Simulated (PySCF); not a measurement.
Compound: C5H12OSi2.
SMILES: `[SiH2]([C@H](C)CC#C)O[SiH3]`

Torsions of this conformer, `[CH:1]#[C:2][CH2:3][C@@H:4]([CH3:5])[SiH2:6][O:7][SiH3:8]`: C2–C3–C4–C5 60°, C3–C4–Si6–O7 -60°, C4–Si6–O7–Si8 -70°.

The closed-shell ground state was solved at several levels (PySCF, density fitting, gas phase, non-relativistic). One conformer (not necessarily the lowest) at the PBE0-D3(BJ)/def2-SVP geometry, without solvent, vibrations or thermal averaging.

```json
{"level": "B3LYP/def2-SVPD", "basis functions": "267", "total energy (Eh)": "-851.6483", "HOMO (eV)": "-7.47", "LUMO (eV)": "-0.37", "gap (eV)": "7.10", "dipole (D)": "0.56"}
{"level": "mPW1PW91/pcSseg-1", "basis functions": "210", "total energy (Eh)": "-851.8684", "HOMO (eV)": "-7.71", "LUMO (eV)": "0.08", "gap (eV)": "7.79", "dipole (D)": "0.67"}
```

What might PBE0/pcSseg-1 (210 basis functions) give for the same quantities?

Total energy -851.3415 Eh, HOMO -7.69 eV, LUMO 0.04 eV, gap 7.73 eV, dipole 0.66 D.

Over all these levels, which gives the widest orbital gap and which the narrowest?

mPW1PW91/pcSseg-1 (global hybrid, 25 % exact exchange) has the widest, 7.79 eV, and B3LYP/def2-SVPD (global hybrid, 20 % exact exchange) the narrowest, 7.10 eV. Functional and basis both differ between the two, so the spread mixes both effects.

How far do the dipole and the HOMO energy spread over the levels?

The dipole runs from 0.56 to 0.67 D (mean 0.63 D) and the HOMO from -7.71 to -7.47 eV.
